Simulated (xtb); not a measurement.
C3H6BFO2, SMILES OB([C@@H]1C[C@@H]1F)O. All values are semi-empirical tight-binding results from xtb (GFN2-xTB unless named), good for trends rather than for accurate numbers. Geometry: GFN2-xTB. The structure was generated by enumeration; whether it is a known compound was not checked. Other conformers were not sampled.

Optimised geometry:

Bond lengths (Å): O1–B2 1.343, O1–H8 0.958, B2–O3 1.362, B2–C4 1.587, O3–H9 0.955, C4–C5 1.515, C4–C6 1.505, C4–H10 1.086, C5–C6 1.483, C5–H11 1.078, C5–H12 1.079, C6–F7 1.364, C6–H13 1.084. Angles (°): B2–O1–H8 114.4, O1–B2–O3 118.5, O1–B2–C4 119.0, O3–B2–C4 122.5, B2–O3–H9 117.1, B2–C4–C5 119.9, B2–C4–C6 120.4, B2–C4–H10 116.2, C5–C4–C6 58.8, C5–C4–H10 115.8, C6–C4–H10 113.4, C4–C5–C6 60.3, C4–C5–H11 115.8, C4–C5–H12 119.4, C6–C5–H11 116.8, C6–C5–H12 118.5, H11–C5–H12 115.1, C4–C6–C5 60.9, C4–C6–F7 118.9, C4–C6–H13 120.5, C5–C6–F7 118.9, C5–C6–H13 121.5, F7–C6–H13 109.2.

```
Property                                          Value
----------------------------------------  -------------
orbital gap                                     6.68 eV
dipole moment                                    2.84 D
zero-point energy                         59.7 kcal/mol
G − E(el) at 298.15 K (modified RRHO)     39.8 kcal/mol
static polarisability (D4 model)             56.1 bohr³
solvation energy, GFN2-xTB/ALPB(water)    -9.9 kcal/mol
solvation energy, GFN2-xTB/ALPB(benzene)  -6.1 kcal/mol
```

Computed IR lines (harmonic; lines under 4 % of the strongest left out, lines within 3 cm⁻¹ merged):
ν (cm⁻¹): 535 (m), 597 (w), 637 (s), 723 (w), 824 (w), 945 (m), 952 (s), 1020 (m), 1085 (w), 1140 (w), 1202 (vs), 1230 (m), 1311 (m), 1324 (vs), 1369 (m), 1447 (w), 3017 (w), 3028 (m), 3091 (w), 3621 (w), 3662 (w) (against the strongest line: vs over 80 %, s over 45 %, m over 15 %, w over 4 %, vw less)

Q: Give the atomic charges and the Wiberg bond orders between heavy atoms. (Estimate from the structure and the level; the computed values follow.)

A: charges (e) O1 -0.45, B2 0.44, O3 -0.48, C4 -0.13, C5 -0.08, C6 0.15, F7 -0.25, H8 0.31, H9 0.30, H10 0.03, H11 0.07, H12 0.04, H13 0.04. Bond orders O1–B2 1.21, B2–O3 1.15, B2–C4 0.97, C4–C5 0.95, C4–C6 0.94, C5–C6 0.99, C6–F7 0.93.
